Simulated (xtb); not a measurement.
xtb input (GFN1-xTB):

```bash
xtb mol.xyz --gfn 1 --sp --chrg 0 --uhf 0
```
mol.xyz:
```
12

Cl    -0.19477399     0.86765626    -1.55739074
C     -0.30337156     0.04547374     0.05466540
Cl    -2.01233097     0.15812473     0.63518130
C      0.73382375     0.67083674     1.00756751
Si     1.92085478    -0.70793607     0.45160101
C      0.22824366    -1.39471216    -0.07996468
H      0.42505603     0.49963969     2.03995741
H      0.91577810     1.72947671     0.85657486
H      2.63238300    -1.44472524     1.52020345
H      2.85718893    -0.36408549    -0.63676410
H     -0.18918219    -2.00983231     0.71869525
H      0.03541847    -1.86723505    -1.03712993
```

End of the output:

```
         :::::::::::::::::::::::::::::::::::::::::::::::::::::
         ::                     SUMMARY                     ::
         :::::::::::::::::::::::::::::::::::::::::::::::::::::
         :: total energy             -19.912385872161 Eh    ::
         :: gradient norm              0.035499138682 Eh/a0 ::
         :: HOMO-LUMO gap              5.793490087370 eV    ::
         ::.................................................::
         :: SCC energy               -20.044658507327 Eh    ::
         :: -> electrostatic           0.009846123287 Eh    ::
         :: repulsion energy           0.138314465257 Eh    ::
         :: dispersion energy         -0.006041830090 Eh    ::
         :: halogen bond corr.         0.000000000000 Eh    ::
         :: add. restraining           0.000000000000 Eh    ::
         :: total charge              -0.000000000000 e     ::
         :::::::::::::::::::::::::::::::::::::::::::::::::::::

           -------------------------------------------------
          |                Property Printout                |
           -------------------------------------------------

    * Orbital Energies and Occupations

         #    Occupation            Energy/Eh            Energy/eV
      -------------------------------------------------------------
         1        2.0000           -0.9096884             -24.7539
       ...           ...                  ...                  ...
         6        2.0000           -0.5939449             -16.1621
         7        2.0000           -0.5688426             -15.4790
         8        2.0000           -0.5561773             -15.1344
         9        2.0000           -0.5375200             -14.6267
        10        2.0000           -0.5184624             -14.1081
        11        2.0000           -0.5078573             -13.8195
        12        2.0000           -0.4834354             -13.1549
        13        2.0000           -0.4769441             -12.9783
        14        2.0000           -0.4640078             -12.6263
        15        2.0000           -0.4536460             -12.3443
        16        2.0000           -0.4511252             -12.2757
        17        2.0000           -0.4464354             -12.1481
        18        2.0000           -0.4429608             -12.0536 (HOMO)
        19                         -0.2300539              -6.2601 (LUMO)
        20                         -0.2297020              -6.2505
        21                         -0.2010493              -5.4708
        22                         -0.1914403              -5.2094
        23                         -0.1414923              -3.8502
        24                         -0.1346615              -3.6643
        25                         -0.1197165              -3.2577
        26                         -0.1063116              -2.8929
        27                         -0.0823631              -2.2412
        28                         -0.0801468              -2.1809
        29                         -0.0593758              -1.6157
       ...                                ...                  ...
        51                          1.4476702              39.3931
      -------------------------------------------------------------
                  HL-Gap            0.2129068 Eh            5.7935 eV
             Fermi-level           -0.3365074 Eh           -9.1568 eV

  Mulliken/CM5 charges         n(s)   n(p)   n(d)
     1Cl   -0.14126 -0.14237   1.955  5.200 -0.014
     2C     0.23886  0.23595   1.123  2.638  0.000
     3Cl   -0.16106 -0.16360   1.957  5.215 -0.011
     4C    -0.18192 -0.24657   1.040  3.142  0.000
     5Si    0.29326  0.03076   1.312  1.802  0.593
     6C    -0.18192 -0.24657   1.040  3.142  0.000
     7H     0.06264  0.12215   0.937  0.000  0.000
     8H     0.05695  0.11432   0.943  0.000  0.000
     9H    -0.05543  0.02627   1.055  0.000  0.000
    10H    -0.04970  0.03320   1.050  0.000  0.000
    11H     0.06264  0.12215   0.937  0.000  0.000
    12H     0.05695  0.11432   0.943  0.000  0.000

Wiberg/Mayer (AO) data.
largest (>0.10) Wiberg bond orders for each atom

 ---------------------------------------------------------------------------
     #   Z sym  total        # sym  WBO       # sym  WBO       # sym  WBO
 ---------------------------------------------------------------------------
     1  17 Cl   1.068 --     2 C    0.922
     2   6 C    3.889 --     4 C    0.973     6 C    0.973     1 Cl   0.922
                             3 Cl   0.915     5 Si   0.103
     3  17 Cl   1.039 --     2 C    0.915
     4   6 C    3.945 --     5 Si   0.995     2 C    0.973     8 H    0.954
                             7 H    0.928
     5  14 Si   4.164 --     4 C    0.995     6 C    0.995    10 H    0.922
                             9 H    0.920     2 C    0.103
     6   6 C    3.945 --     5 Si   0.995     2 C    0.973    12 H    0.954
                            11 H    0.928
     7   1 H    1.005 --     4 C    0.928
     8   1 H    1.006 --     4 C    0.954
     9   1 H    0.995 --     5 Si   0.920
    10   1 H    0.996 --     5 Si   0.922
    11   1 H    1.005 --     6 C    0.928
    12   1 H    1.006 --     6 C    0.954
 ---------------------------------------------------------------------------

Topologies differ in total number of bonds
Writing topology from bond orders to xtbtopo.mol

 dipole moment from electron density (au)
     X       Y       Z
   0.6790  -0.4363   0.5130  total (Debye):    2.431

           -------------------------------------------------
          | TOTAL ENERGY              -19.912385872161 Eh   |
          | GRADIENT NORM               0.035499138682 Eh/α |
          | HOMO-LUMO GAP               5.793490087370 eV   |
           -------------------------------------------------

------------------------------------------------------------------------
------------------------------------------------------------------------
 total:
 SCF:
Note: The following floating-point exceptions are signalling: IEEE_DENORMAL
normal termination of xtb
```
